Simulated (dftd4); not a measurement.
CH2F3O3S, charge +1, singlet, geometry from GFN2-xTB; D4 for revpbe in dftd4.

The dftd4 input:
```
$ dftd4 mol.xyz --func revpbe --charge 1 --json dftd4.json --noedisp

# file mol.xyz
10

O     -1.50163690    -0.03679460    -1.28087921
S     -0.81441371     0.07626905    -0.06332693
O     -1.20640698    -0.96777719     0.99251032
O     -0.95216872     1.44206462     0.62522922
C      1.07881954    -0.12694081    -0.08611951
F      1.48647616     0.01720548     1.14185455
F      1.55578318     0.80370194    -0.86729596
F      1.33138878    -1.32325958    -0.54312831
H     -1.95761827    -1.57561919     0.90910466
H     -1.56581189     2.13818618     0.34308804
```

What the program printed (banner, timings and long lists left out):

```
                    ____  _____ _____     ____  _  _
      -------------|  _ \|  ___|_   _|---|  _ \| || |------------
     |             | | | | |_    | | ___ | | | | || |_           |
     |             | |_| |  _|   | ||___|| |_| |__   _|          |
     |             |____/|_|     |_|     |____/   |_|            |
     |             ===================================           |
     |            E. Caldeweyher, S. Ehlert & S. Grimme          |
     |          Mulliken Center for Theoretical Chemistry        |
     |                    University of Bonn                     |
      -----------------------------------------------------------

Rational (Becke-Johnson) damping: revpbe-D4-ATM
---------------------
  s6         1.0000
  s8         1.7468
  s9         1.0000
  a1         0.5363
  a2         3.0726
 alp        16.0000
--------------------

Dispersion energy:      -2.8937672207830E-02 Eh

[Info] JSON dump of results written to 'dftd4.json'
```
